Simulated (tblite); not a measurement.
Question: Write a Z-matrix for `CO[SiH](OC)C1CC1` as optimised with GFN2-xTB.

Answer: 
Z-matrix in Å and degrees, rows numbered from 1:
```
C 
O   1  1.3981
Si  2  1.6155  1  128.48
O   3  1.6303  2  106.29  1   -51.85
C   4  1.3956  3  128.40  2  -175.18
C   3  1.8782  2  104.71  1  -172.87
C   6  1.5038  3  120.73  2   -59.30
C   7  1.4895  6   60.35  3   110.97
H   1  1.0925  2  110.41  3   -72.17
H   1  1.0909  2  107.82  3   168.47
H   1  1.0907  2  110.85  3    48.58
H   3  1.4714  2  112.05  1    66.73
H   5  1.0925  4  110.88  3   -59.19
H   5  1.0922  4  110.81  3    61.51
H   5  1.0907  4  107.94  3  -178.94
H   6  1.0846  3  114.68  2   157.34
H   7  1.0787  6  117.75  8  -108.10
H   7  1.0805  6  118.26  8   108.58
H   8  1.0780  6  117.38  7   108.07
H   8  1.0804  6  118.31  7  -108.60
```

The 3-membered ring C6–C7–C8 has internal angles of 59.4° to 60.3°. Si3 (oxygen-bound silicon) is distorted tetrahedral (angles from 104.7° to 114.0°). Of the pairs four or more bonds apart, O2···H19 is among the closest relative to their van der Waals radii: 2.63 Å, 97 % of the sum of Bondi's values. O2 (silyl ether oxygen) is bent (angle 128.5°).

Computed geometry: GFN2-xTB, gas phase.

Point group: C1 (no symmetry element, even within 0.4 Å). Its lowest GFN2-xTB frequency is 11 cm⁻¹, too small to tell a flat minimum from a shallow saddle. One conformer, not necessarily the lowest (C1–O2–Si3–O4 -52°, O2–Si3–O4–C5 -175°, O2–Si3–C6–C7 -59°).

The run took 1.4 s of wall time on one thread of an Arm Neoverse V1, shared host with 32 logical CPUs at a one-minute load of 24. That covers the optimisation of the geometry.
